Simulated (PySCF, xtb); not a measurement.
Si(I)2(OH)2 (H₂I₂O₂Si), SMILES O[Si](O)(I)I. The values are those of a single conformer.

Harmonic wavenumbers (cm⁻¹) from xtb with GFN2-xTB at its own minimum, in rising order: 71, 149, 164, 182, 202, 212, 259, 369, 480, 742, 767, 886, 987, 3664, 3668.

### Question
What does PBE-D3(BJ)/def2-SVP run with PySCF give at its own minimum? (An estimate is asked for; the answer gives what the named calculation found.)

### Answer
73, 123, 174, 197, 208, 220, 234, 363, 422, 761, 818, 847, 940, 3727, 3729. Paired by order, the mean absolute difference is 29 cm⁻¹ and the zero-point energies are 18.3 and 18.4 kcal/mol.
